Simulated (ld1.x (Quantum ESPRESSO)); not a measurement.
An all-electron radial function and its pseudo partner (V)

Columns: radius, all-electron u(r) and pseudo u(r) of the 4s shell (level -4.70 eV) of vanadium in the configuration [Ne] 3s2 3p6 3d3 4s2 4p0; PBE, scalar-relativistic, ultrasoft scheme, ld1.x (Quantum ESPRESSO) 7.5.

| r (bohr) | all-electron | pseudo |
| --- | --- | --- |
| 0.138 | -0.1055 | -0.0366 |
| 0.275 | -0.1205 | -0.0730 |
| 0.413 | 0.0609 | -0.1100 |
| 0.550 | 0.2086 | -0.1471 |
| 0.688 | 0.2637 | -0.1849 |
| 0.825 | 0.2374 | -0.2228 |
| 0.963 | 0.1594 | -0.2613 |
| 1.100 | 0.0569 | -0.2995 |
| 1.238 | -0.0533 | -0.3377 |
| 1.375 | -0.1587 | -0.3749 |
| 1.513 | -0.2549 | -0.4113 |
| 1.650 | -0.3379 | -0.4458 |
| 1.788 | -0.4081 | -0.4783 |
| 1.925 | -0.4650 | -0.5078 |
| 2.062 | -0.5101 | -0.5340 |
| 2.200 | -0.5447 | -0.5566 |
| 2.338 | -0.5699 | -0.5747 |
| 2.475 | -0.5865 | -0.5880 |
| 2.613 | -0.5961 | -0.5963 |
| 2.750 | -0.5993 | -0.5993 |
| 2.888 | -0.5972 | -0.5972 |
| 3.025 | -0.5906 | -0.5906 |
| 3.162 | -0.5803 | -0.5803 |
| 3.300 | -0.5667 | -0.5667 |
| 3.438 | -0.5507 | -0.5507 |
| 3.575 | -0.5329 | -0.5329 |

(1) How many radial nodes do the two functions have?

(2) At about which radius was the pseudo-wave matched?

(3) Is the pseudo-wave norm-conserving?

## Answers

(1) The all-electron 4s function has n − l − 1 = 3 (the table is too coarse to show those close to the nucleus); the pseudo-wave has 0, since the states of the same l below it are removed with the core.

(2) 2.75 bohr, where the columns begin to agree (steps of 0.14 bohr).

(3) No, it belongs to an ultrasoft set: the norm inside the radius is not constrained, and the difference is carried by the augmentation charge.
